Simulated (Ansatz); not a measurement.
`[AlH2][S][SiH3]` + `C[AsH]C` → `C[As](C)[SiH3]` + `[AlH2][SH]` at 600 K and 1 bar (ligand exchange at the Si–S bond).

Calculated with Ansatz (gas phase, PBE0-D4/def2-TZVP geometries, no zero-point term in ΔE). CCSD(T)/CBS adds triple-zeta CCSD(T) − MP2 to the extrapolated MP2 energy (def2 sets, frozen cores). This one scheme is used for every species. For As outer-core shells are correlated without core-valence functions, which leaves a few kJ/mol of doubt a bond. Scalar relativity is left out up to krypton.

| species | CCSD(T)/CBS energy (Eh) | H − E (kJ/mol) | S (J/(mol·K)) |
| --- | --- | --- | --- |
| `[AlH2][S][SiH3]` | -931.92152 | 160.7 | 409.9 |
| `C[AsH]C` | -2315.32263 | 265.2 | 384.4 |
| `C[As](C)[SiH3]` | -2605.61324 | 331.6 | 476.2 |
| `[AlH2][SH]` | -641.61836 | 94.5 | 317.9 |

H − E and S are ideal-gas, rigid-rotor, harmonic terms from PBE0-D4/def2-TZVP. 1 Eh = 2625.50 kJ/mol, R = 8.31446 J/(mol·K).

Problem. By hand: ΔE, ΔH, ΔS and ΔG.

Solution. ΔE = (-2605.61324) + (-641.61836) − (-931.92152) − (-2315.32263) = 0.01255 Eh = 33.0 kJ/mol. Δ(H − E) = 331.6 + 94.5 − 160.7 − 265.2 = 0.2, so ΔH = 33.2 kJ/mol. ΔS = 476.2 + 317.9 − 409.9 − 384.4 = -0.2 J/(mol·K). ΔG = 33.2 − 600 × (-0.2)/1000 = 33.3 kJ/mol.

Problem. By hand: the equilibrium constant, and the temperature at which ΔG would vanish if ΔH and ΔS stayed fixed.

Solution. log₁₀ K = −ΔG/(RT ln 10) = -2.9. ΔH and −TΔS have one sign here, so there is no such temperature.

The number of gas molecules stays the same, so ΔS is small and ΔH decides. A doubt of 5 kJ/mol in ΔE shifts log₁₀ K by 0.4 here. These are equilibria of isolated gas molecules and say nothing of rates. Largest T1 diagnostic: 0.011 (customary marks: 0.02 for closed shells, 0.045 for open ones).

ΔS is within the doubt of such terms, so its sign, and with it that verdict, could turn.
